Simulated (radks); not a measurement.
Species: the holmium ion Ho2+. Configuration: [Xe] 4f10.5 6s0.5 (fractional occupations, a model configuration).

All-electron calculation, Dirac Kohn-Sham, PBE, spin-unpolarised, spherical densities, finite nucleus; open shells are shared between the two j in proportion to 2j + 1; Fermi nuclear charge, rms radius 5.2022 fm. Program: a radial shooting solver on a logarithmic mesh with Libxc functionals.

Energy parts (hartree):
part                       energy
total                 -12626.5237
kinetic                13890.3007
electron-nucleus      -31141.5179
Hartree                 4895.9269
exchange-correlation    -271.2333

Orbitals (lengths in bohr, moments of r in powers of bohr; <r^-3> diverges for s and p1/2):
| orbital | occ. | eigenvalue (hartree) | <1/r> | <r^-3> | <r^4> | <r> | small-component weight |
|---|---|---|---|---|---|---|---|
| 1s1/2 | 2 | -2037.463 | 76.04 | - | 9.258e-07 | 0.02074 | 6.27e-02 |
| 2s1/2 | 2 | -341.1964 | 18.25 | - | 0.0001441 | 0.08754 | 1.40e-02 |
| 2p1/2 | 2 | -324.8064 | 18.23 | - | 0.00008843 | 0.07290 | 1.40e-02 |
| 2p3/2 | 4 | -293.3162 | 15.88 | 11590 | 0.0001195 | 0.08007 | 1.29e-02 |
| 3s1/2 | 2 | -76.74811 | 6.674 | - | 0.005497 | 0.2294 | 4.48e-03 |
| 3p1/2 | 2 | -69.56996 | 6.590 | - | 0.004949 | 0.2191 | 4.43e-03 |
| 3p3/2 | 4 | -62.99281 | 5.993 | 2509 | 0.006195 | 0.2326 | 4.11e-03 |
| 3d3/2 | 4 | -50.67522 | 5.876 | 425.8 | 0.004386 | 0.2054 | 3.99e-03 |
| 3d5/2 | 6 | -49.23828 | 5.729 | 373.8 | 0.004700 | 0.2096 | 3.90e-03 |
| 4s1/2 | 2 | -15.71679 | 2.792 | - | 0.1344 | 0.5186 | 1.44e-03 |
| 4p1/2 | 2 | -12.86478 | 2.683 | - | 0.1514 | 0.5283 | 1.36e-03 |
| 4p3/2 | 4 | -11.38816 | 2.478 | 563.9 | 0.1899 | 0.5592 | 1.24e-03 |
| 4d3/2 | 4 | -6.69017 | 2.257 | 81.78 | 0.2660 | 0.5894 | 1.06e-03 |
| 4d5/2 | 6 | -6.42191 | 2.207 | 70.61 | 0.2864 | 0.6004 | 1.03e-03 |
| 5s1/2 | 2 | -2.48964 | 1.054 | - | 4.837 | 1.266 | 2.97e-04 |
| 5p1/2 | 2 | -1.71049 | 0.9289 | - | 8.105 | 1.419 | 2.35e-04 |
| 5p3/2 | 4 | -1.51797 | 0.8576 | 72.23 | 10.69 | 1.519 | 2.06e-04 |
| 4f5/2 | 4.5 | -0.81081 | 1.646 | 10.36 | 2.201 | 0.8058 | 6.22e-04 |
| 4f7/2 | 6 | -0.77358 | 1.622 | 9.911 | 2.435 | 0.8209 | 6.08e-04 |
| 6s1/2 | 0.5 | -0.57983 | 0.3847 | - | 214.3 | 3.295 | 4.79e-05 |

The highest occupied level is 6s1/2 at -15.778 eV. The density falls to 0.001 e/bohr^3 at r = 3.81 bohr. The electron density at the nucleus is 8.054e+05 e/bohr^3.
